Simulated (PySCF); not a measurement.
Ligand exchange on a metal centre used in film growth or etching (Hf F-H). Gas-phase values, no solvent.

The numbers are results of PySCF with B3LYP-D3(BJ)/def2-TZVP // PBE-D3(BJ)/def2-SVP, not measurements. B3LYP has the VWN-RPA correlation part, as in Gaussian. 

```tsv
species	mean distance from the central atom to its bonded neighbours (Å)	coordination number
1 of 4 F replaced by H ([Hf(F)3(H)])	1.895	4
2 of 4 F replaced by H ([Hf(F)2(H)2])	?	4
3 of 4 F replaced by H ([Hf(F)(H)3])	1.865	?
4 of 4 F replaced by H ([Hf(H)4])	1.853	4
```

### Question
Some entries are withheld; supply them.

### Answer

- 2 of 4 F replaced by H ([Hf(F)2(H)2]), mean distance from the central atom to its bonded neighbours (Å): 1.879
- 3 of 4 F replaced by H ([Hf(F)(H)3]), coordination number: 4
